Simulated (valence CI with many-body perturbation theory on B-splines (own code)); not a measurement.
# Forbidden lines of Ag7+

Computed by relativistic CI+MBPT: four valence electrons over a frozen Dirac-Fock core [Kr], radial functions for each j: 9 s, 9 p, 10 d, 8 f, 5 g, 3 h, 1 i, with the one-electron correlation potential Σ1, the two-electron term Σ2, the three-electron term Σ3, Breit, model QED; selected CI, second order for the rest, scaled by the run's own slope (own B-spline code, finite nucleus).

Against 28 measured levels this calculation errs by 389 cm⁻¹ on average and by 1561 at most. These come from a selection out of Atoms 5, 11 (2017), spectra Ag VII to Ag IX. Levels without a partner in it may be off by more, other configurations by 1,000 to 8,000 cm⁻¹. Among the levels kept, up to 270 cm⁻¹ of a level comes from second order outside the variational space, and about a tenth of that is noise between levels of different J, which matters for small intervals. Only levels of the ground parity were solved; by the run's estimate the other parity begins above the list, which can be wrong where configurations are misplaced.

Lines 51 to 100 of 115 in falling wavelength, among levels below 331970 cm⁻¹, chosen from the decays that carry over 1 % of a level's rate. Wavelengths and rates use the calculated energies, so an error of 400 cm⁻¹ moves a line at 5108 Å by 2 % and its rate by three times that or more. Electric multipoles are in the length gauge, E1 and E2 with the static RPA response of the core. Weak lines are less certain than strong ones. Lines between different terms over intervals too small for the method are left out, as are lines whose strength nearly cancels and 5 of this kind that miss the measured wavelength by over 7 %.

Names give the largest LS component (configuration and term), which can be under half, so a name can repeat, a term be missing and a line seem to break the LS rules; names also repeat where a configuration has a term twice. Letters in brackets count levels of one name in rising energy.

| λ vac (Å) | λ from measured levels | Upper | Lower | Type | A (s⁻¹) | Branch % |
| --- | --- | --- | --- | --- | --- | --- |
| 5108 | 5033 | 4d⁴ ¹F_3 | 4d⁴ ³P_2 [a] | M1 | 1.30e+00 | 6.9 |
| 5080 | 5180 | 4d⁴ ¹F_3 | 4d⁴ ³G_4 | M1 | 2.14e+00 | 11.4 |
| 4917 | 5050 | 4d⁴ ¹G_4 [a] | 4d⁴ ³H_4 | M1 | 1.90e+00 | 7.3 |
| 4904 | 5008 | 4d⁴ ³P_0 [a] | 4d⁴ ⁵D_1 | M1 | 3.84e+01 | 100.0 |
| 4829 |  | 4d⁴ ¹D_2 [a] | 4d⁴ ³F_2 [a] | M1 | 3.85e+00 | 13.7 |
| 4813 |  | 4d⁴ ³P_2 [b] | 4d⁴ ³D_2 | M1 | 4.17e+00 | 16.2 |
| 4675 | 4614 | 4d⁴ ³G_3 | 4d⁴ ⁵D_3 | M1 | 6.19e+00 | 61.3 |
| 4607 | 4522 | 4d⁴ ³F_4 [a] | 4d⁴ ⁵D_4 | M1 | 9.96e+00 | 61.9 |
| 4584 |  | 4d⁴ ¹D_2 [a] | 4d⁴ ³P_1 [a] | M1 | 2.00e+00 | 7.1 |
| 4549 |  | 4d⁴ ¹D_2 [a] | 4d⁴ ³G_3 | M1 | 7.21e+00 | 25.7 |
| 4504 |  | 4d⁴ ³P_2 [b] | 4d⁴ ³D_3 | M1 | 3.91e-01 | 1.5 |
| 4504 |  | 4d⁴ ³P_2 [b] | 4d⁴ ³D_3 | E2 | 3.03e-01 | 1.2 |
| 4412 | 4394 | 4d⁴ ³F_2 [a] | 4d⁴ ⁵D_3 | M1 | 6.32e-01 | 5.6 |
| 4366 | 4455 | 4d⁴ ¹F_3 | 4d⁴ ³F_4 [a] | M1 | 1.41e+00 | 7.5 |
| 4263 | 4210 | 4d⁴ ³G_3 | 4d⁴ ⁵D_2 | M1 | 2.86e+00 | 28.3 |
| 4233 | 4289 | 4d⁴ ³P_1 [a] | 4d⁴ ⁵D_2 | M1 | 2.67e+01 | 89.6 |
| 4209 | 4149 | 4d⁴ ³F_4 [b] | 4d⁴ ³D_3 | M1 | 6.36e+00 | 16.3 |
| 4192 | 4122 | 4d⁴ ³F_4 [a] | 4d⁴ ⁵D_3 | M1 | 2.66e+00 | 16.5 |
| 4043 | 4026 | 4d⁴ ³F_2 [a] | 4d⁴ ⁵D_2 | M1 | 6.22e+00 | 54.9 |
| 4012 | 3960 | 4d⁴ ³G_4 | 4d⁴ ⁵D_4 | M1 | 4.25e+00 | 57.4 |
| 3969 | 3924 | 4d⁴ ³F_3 [a] | 4d⁴ ⁵D_4 | M1 | 1.09e+00 | 8.4 |
| 3941 | 3994 | 4d⁴ ¹F_3 | 4d⁴ ³G_3 | M1 | 3.10e+00 | 16.4 |
| 3768 | 3861 | 4d⁴ ³F_4 [b] | 4d⁴ ³G_5 | M1 | 3.74e+00 | 9.6 |
| 3768 | 3861 | 4d⁴ ³F_4 [b] | 4d⁴ ³G_5 | E2 | 4.20e-01 | 1.1 |
| 3760 | 3744 | 4d⁴ ³F_2 [a] | 4d⁴ ⁵D_1 | M1 | 4.45e+00 | 39.2 |
| 3731 | 3770 | 4d⁴ ³P_1 [a] | 4d⁴ ⁵D_0 | M1 | 8.25e-01 | 2.8 |
| 3702 |  | 4d⁴ ³P_2 [b] | 4d⁴ ³P_2 [a] | E2 | 5.62e-01 | 2.2 |
| 3694 | 3619 | 4d⁴ ³G_5 | 4d⁴ ⁵D_4 | M1 | 2.94e-01 | 5.5 |
| 3693 | 3649 | 4d⁴ ³G_4 | 4d⁴ ⁵D_3 | M1 | 1.88e+00 | 25.4 |
| 3678 | 3726 | 4d⁴ ³P_2 [a] | 4d⁴ ⁵D_3 | M1 | 8.68e+00 | 74.8 |
| 3657 | 3619 | 4d⁴ ³F_3 [a] | 4d⁴ ⁵D_3 | M1 | 5.71e+00 | 44.0 |
| 3519 | 3565 | 4d⁴ ³F_4 [b] | 4d⁴ ³F_3 [a] | M1 | 3.29e+00 | 8.4 |
| 3486 | 3536 | 4d⁴ ³F_4 [b] | 4d⁴ ³G_4 | E2 | 5.50e-01 | 1.4 |
| 3435 | 3482 | 4d⁴ ³F_2 [b] | 4d⁴ ³F_3 [a] | M1 | 1.26e+01 | 33.5 |
| 3418 | 3458 | 4d⁴ ³P_2 [a] | 4d⁴ ⁵D_2 | M1 | 2.37e-01 | 2.0 |
| 3399 | 3365 | 4d⁴ ³F_3 [a] | 4d⁴ ⁵D_2 | M1 | 2.77e+00 | 21.4 |
| 3380 | 3484 | 4d⁴ ¹F_3 | 4d⁴ ³H_4 | M1 | 1.57e+00 | 8.3 |
| 3350 | 3397 | 4d⁴ ³D_3 | 4d⁴ ⁵D_4 | M1 | 8.16e+00 | 52.8 |
| 3213 | 3247 | 4d⁴ ³P_2 [a] | 4d⁴ ⁵D_1 | M1 | 2.58e-01 | 2.2 |
| 3134 | 3182 | 4d⁴ ³F_4 [b] | 4d⁴ ³F_4 [a] | M1 | 7.35e+00 | 18.8 |
| 3125 | 3166 | 4d⁴ ³D_3 | 4d⁴ ⁵D_3 | M1 | 2.05e+00 | 13.3 |
| 3063 |  | 4d⁴ ³P_2 [b] | 4d⁴ ³P_1 [a] | M1 | 2.75e+00 | 10.7 |
| 3063 |  | 4d⁴ ³P_2 [b] | 4d⁴ ³P_1 [a] | E2 | 4.84e-01 | 1.9 |
| 3047 |  | 4d⁴ ³P_2 [b] | 4d⁴ ³G_3 | M1 | 8.68e-01 | 3.4 |
| 2992 | 3020 | 4d⁴ ³D_2 | 4d⁴ ⁵D_3 | M1 | 1.33e+01 | 58.3 |
| 2946 | 3049 | 4d⁴ ³F_4 [b] | 4d⁴ ³H_6 | E2 | 2.06e+00 | 5.3 |
| 2935 | 2970 | 4d⁴ ³D_3 | 4d⁴ ⁵D_2 | M1 | 3.72e+00 | 24.1 |
| 2909 | 2940 | 4d⁴ ³F_4 [b] | 4d⁴ ³G_3 | M1 | 3.78e+00 | 9.7 |
| 2828 | 2804 | 4d⁴ ¹G_4 [a] | 4d⁴ ⁵D_4 | M1 | 6.40e-01 | 2.4 |
| 2817 | 2842 | 4d⁴ ³D_2 | 4d⁴ ⁵D_2 | M1 | 1.24e+00 | 5.4 |
